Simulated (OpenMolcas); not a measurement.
**Tb3+: effect of the basis set**

```json
{
  "Program": "OpenMolcas 26.06",
  "Method": "CASSCF",
  "Active space": "8 electrons in 7 orbitals (4f)",
  "State averaging": "2S+1 = 7 even, 7 roots; 2S+1 = 5 even, 140 roots (105 in the spin-orbit step); 2S+1 = 3 even, 259 roots kept (CI in the orbitals of an earlier block, 141 in the spin-orbit step); 2S+1 = 1 even, 121 roots kept (CI in the orbitals of an earlier block, 47 in the spin-orbit step)",
  "Spin-orbit coupling": "RASSI with atomic mean-field integrals over the reference wave functions, term energies averaged over their components"
}
```

A. ANO-R1 [7s5p3d2f], X2C, finite nucleus; cost about 5 core-minutes
B. ANO-RCC-VDZP [7s6p4d2f1g], DKH2, point nucleus; cost roughly 3 core-minutes
C. ANO-R2 [8s6p4d3f1g], X2C, finite nucleus; cost of the order of 5 core-minutes
D. ANO-RCC-VTZP [8s7p5d3f2g1h], DKH2, point nucleus; cost of the order of 7 core-minutes
E. ANO-RCC-VQZP [9s8p6d4f3g2h], DKH2, point nucleus; cost of the order of 7 core-minutes
F. ANO-R3 [9s8p5d5f3g2h], X2C, finite nucleus; cost of the order of 5 core-minutes

Energies in cm-1 above 4f8 7F6, the measured ground level; measured values from Martin, Zalubas and Hagan, Atomic Energy Levels: The Rare-Earth Elements, NSRDS-NBS 60 (1978).

| Level | A | B | C | D | E | F | Measured |
| --- | --- | --- | --- | --- | --- | --- | --- |
| 4f8 7F6 | 0.0 | 0.0 | 0.0 | 0.0 | 0.0 | 0.0 | 0.0 |
| 4f8 7F5 | 2115 | 2112 | 2093 | 2091 | 2088 | 2092 | 2052 |
| 4f8 7F4 | 3483 | 3478 | 3451 | 3449 | 3445 | 3450 | 3314 |
| 4f8 7F3 | 4524 | 4517 | 4483 | 4480 | 4475 | 4481 | 4292 |
| 4f8 7F2 | 5266 | 5259 | 5220 | 5217 | 5210 | 5218 | 4978 |
| 4f8 7F1 | 5755 | 5747 | 5704 | 5701 | 5694 | 5702 | 5432 |
| 4f8 7F0 | 5998 | 5989 | 5945 | 5941 | 5934 | 5942 | 5654 |
| 4f8 5D4(1) | 23517 | 23460 | 23545 | 23572 | 23584 | 23571 |  |
| 4f8 5D3(1) | 29509 | 29441 | 29481 | 29503 | 29511 | 29509 |  |
| 4f8 5L10 | 30316 | 30245 | 30321 | 30349 | 30360 | 30351 |  |
| 4f8 5G6(1) [72 %] | 31352 | 31276 | 31365 | 31395 | 31406 | 31393 |  |
| 4f8 5L9 | 31796 | 31722 | 31785 | 31812 | 31821 | 31815 |  |
| 4f8 5D2(1) | 32059 | 31984 | 32029 | 32053 | 32061 | 32058 |  |
| 4f8 5G5(1) | 32494 | 32417 | 32494 | 32524 | 32534 | 32524 |  |
| 4f8 5L8 | 32615 | 32539 | 32599 | 32625 | 32635 | 32630 |  |
| 4f8 5L7 | 32929 | 32852 | 32917 | 32944 | 32954 | 32947 |  |
| 4f8 5L6 | 33097 | 33019 | 33086 | 33114 | 33124 | 33117 |  |
| 4f8 5G4(1) | 33305 | 33226 | 33295 | 33324 | 33334 | 33326 |  |
| 4f8 5G3(1) | 33789 | 33709 | 33775 | 33803 | 33813 | 33806 |  |
| 4f8 5G2(1) | 34083 | 34003 | 34067 | 34095 | 34105 | 34099 |  |
| 4f8 5D1(1) | 34453 | 34374 | 34396 | 34418 | 34424 | 34426 |  |
| 4f8 5D0(1) | 35332 | 35251 | 35274 | 35296 | 35302 | 35304 |  |
| 4f8 5H7(1) | 36645 | 36558 | 36646 | 36678 | 36689 | 36679 |  |
| 4f8 5H6(1) [71 %] | 38698 | 38608 | 38674 | 38704 | 38713 | 38708 |  |

Deviations, from unrounded energies. A percentage is the sum of absolute deviations over the sum of measured energies, with the sign that they share, or ± where signs differ.

```
                  Against measurement  Levels     A     B     C     D     E     F
       mean absolute deviation (cm-1)       6   240   230   200   190   190   190
fine structure of the ground term (%)       6  +5.5  +5.4  +4.6  +4.5  +4.4  +4.5
```

C, D, E, F lie about equally close to measurement and A furthest from it. The largest miss of E in the table is 4f8 7F0, by +280 cm-1. The ranking rests on the paired levels alone, and a cruder setting can come out closer through cancelling errors.

Among A to F the level of the table that moves most is 4f8 5H7(1), by 130 cm-1 (lowest in B, highest in E).

High states are left out of the spin-orbit mixing, which shifts the levels that they would mix with. Without dynamic correlation excited terms often stand tens of per cent too high (terms of higher spin than the ground term too low), and those without a measured partner can miss by more than the paired ones. The basis is small and was not contracted for so high a charge (holds for A; B). Computed and measured levels are paired by configuration, term and J; levels that our copy of the source lacks, or whose pairing is in doubt (as where it misses far off the trend of its configuration), stay unpaired and out of the deviations. Levels of configurations outside the active space are missing. The table leaves out levels that lie high or whose names do not pair safely across all columns.

A share in square brackets marks a mixed level and gives the weight of the term that names it, the lowest over the columns. A number in round brackets counts repeated terms of one configuration in the order of the reference energies.
